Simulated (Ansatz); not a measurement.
Reaction (formal exchange of groups at the Al–C bond): `[NH2][AlH][C](=O)O[SiH3]` + `[SiH3][TeH]` → `[NH2][AlH][SiH2][TeH]` + `O=CO[SiH3]`

Isolated molecules relaxed with PBE0-D4/def2-TZVP in Ansatz; ΔE leaves out vibrations. CCSD(T)/CBS is the MP2 limit (def2-TZVPP, def2-QZVPP) plus CCSD(T) − MP2 in def2-TZVPP, frozen cores. DFT in def2-TZVPP. Elements past krypton have def2 core potentials. For Te outer-core shells are correlated without core-valence functions, which leaves a few kJ/mol of doubt a bond. One conformer a species, not always the lowest.

`[NH2][AlH][C](=O)O[SiH3]`:

```xyz
12

N    -1.706   -1.089   -1.807
Al   -1.578   -1.282   -0.065
C    -0.108   -0.224    0.811
O     0.137   -0.229    1.995
O     0.634    0.533   -0.032
Si    1.891    1.435    0.666
H    -2.378   -1.540   -2.407
H    -1.097   -0.492   -2.344
H    -2.539   -2.216    0.762
H     2.484    2.124   -0.504
H     1.364    2.430    1.627
H     2.895    0.550    1.298
```

`[SiH3][TeH]`:

Cartesian coordinates in Å:
```
Si -0.594 -0.192 -0.178
Te 1.893 -0.044 -0.296
H -1.226 1.138 -0.360
H -0.976 -1.089 -1.297
H -1.041 -0.775 1.111
H 1.944 0.962 1.021
```

`[NH2][AlH][SiH2][TeH]`:

Z-matrix (Å, degrees):
```
Si
Al 1 2.430
Te 1 2.523 2 99.3
H 1 1.490 2 115.3 3 -109.2
H 1 1.490 2 119.6 3 120.0
N 2 1.766 1 119.4 3 113.3
H 2 1.585 1 121.6 3 -61.3
H 3 1.660 1 91.8 2 43.7
H 6 1.008 2 124.7 1 -172.3
H 6 1.007 2 125.1 1 4.9
```

`O=CO[SiH3]`:

Z-matrix (Å, degrees):
```
Si
O 1 1.698
H 1 1.479 2 102.8
H 1 1.479 2 110.2 3 -118.2
H 1 1.479 2 110.2 3 118.2
C 2 1.330 1 117.6 3 180.0
O 6 1.198 2 124.3 1 0.0
H 6 1.099 2 111.4 1 -180.0
```

| level | ΔE (kJ/mol) |
| --- | --- |
| ωB97X-V | -13.5 |
| B2PLYP | -10.8 |
| SCS-MP2/def2-QZVPP | -10.8 |
| CCSD/CBS(def2) | -16.1 |

**Question.** What does CCSD(T)/CBS give? (Best estimate.)

**Answer.** Computed: -16.2 kJ/mol. The listed levels differ from it by 2.7, 5.4, 5.4, 0.1 kJ/mol.

Largest T1 diagnostic among the species: 0.016.
